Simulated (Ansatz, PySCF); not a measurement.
TiFH₃, SMILES [F][TiH3], multiplicity 1. Atoms are numbered in the order given.

```xyz
5

Ti     0.0000     0.0000    -0.4085
F      0.0000     0.0000     1.3226
H     -1.3831    -0.7985    -0.9622
H      1.3831    -0.7985    -0.9622
H      0.0000     1.5970    -0.9622
```

Geometry: PBE0-D3(BJ)/def2-TZVP. The multiplicity is an assumed one; no other spin state was optimised. The structure was generated by enumeration; whether it is a known compound was not checked.

Two levels are set side by side: PBE-D3(BJ)/def2-TZVP (Ansatz, an electronic-structure program) and PBE0-D3(BJ)/def2-TZVP (Ansatz). Each level has its own optimised geometry; the coordinates shown are those of the second. Frequencies come from the Hessian of PySCF at each geometry. Differences are taken from unrounded values.

```tsv
quantity	PBE0-D3(BJ)	PBE-D3(BJ)	PBE-D3(BJ) minus PBE0-D3(BJ)
mean bond length (Å)	1.701	1.716	0.016
bond Ti1–F2 (Å)	1.731	1.742	0.011
bond Ti1–H3 (Å)	1.690	1.708	0.017
bond Ti1–H4 (Å)	1.690	1.708	0.017
bond Ti1–H5 (Å)	1.690	1.708	0.017
highest harmonic wavenumber (cm⁻¹)	1812	1727	-85
mean harmonic wavenumber (cm⁻¹)	969	941	-27
zero-point energy (kcal/mol)	12.46	12.11	-0.35
```

GGA bonds tend to be longer and softer than those of functionals with exact exchange. Differences between two approximate levels are no errors against the true value.
